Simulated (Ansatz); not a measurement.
Consider the cleavage of the Ge–Si bond: `[GeH3][SiH2][GeH2][SiH2][GeH2][GeH3]` + `NBS` → `NB[S][GeH3]` + `[SiH3][GeH2][SiH2][GeH2][GeH3]`.

Calculated with Ansatz (gas phase, PBE0-D4/def2-TZVP geometries, no zero-point term in ΔE). CCSD(T)/CBS is the MP2 limit (def2-TZVPP, def2-QZVPP) plus CCSD(T) − MP2 in def2-TZVPP, frozen cores. Functionals use def2-TZVPP. For Ge outer-core shells are correlated without core-valence functions, which leaves a few kJ/mol of doubt a bond. Scalar relativity is left out up to krypton. One conformer a species, not always the lowest.

Q: Is it downhill or uphill in electronic energy at CCSD(T)/CBS, and by how much? (An estimate is asked.)

A: The calculation gave: Downhill: ΔE = -17.5 kJ/mol.

Q: What do these levels give: CAM-B3LYP-D4, PBE-QIDH, r2SCAN, r2SCAN0, MP2/def2-TZVPP, CCSD/def2-TZVPP? (Best estimate.)

A: Ansatz gave: CAM-B3LYP-D4 -18.6, PBE-QIDH -20.7, r2SCAN -19.2, r2SCAN0 -20.2, MP2/def2-TZVPP -22.4, CCSD/def2-TZVPP -19.0 kJ/mol.

Largest T1 diagnostic among the species: 0.012.

From BLYP to BHLYP (50 % exact exchange), in def2-TZVPP and without D4, ΔE moves by −4.1 kJ/mol. The D4 term adds +7.7 kJ/mol with B3LYP and +4.9 kJ/mol with PBE0; it sums over pairs of atoms, weighted by their polarisabilities, and B3LYP, whose exchange is more repulsive, gets the larger term.

B3LYP here is the variant with VWN-RPA as its local correlation; programs differ in this.
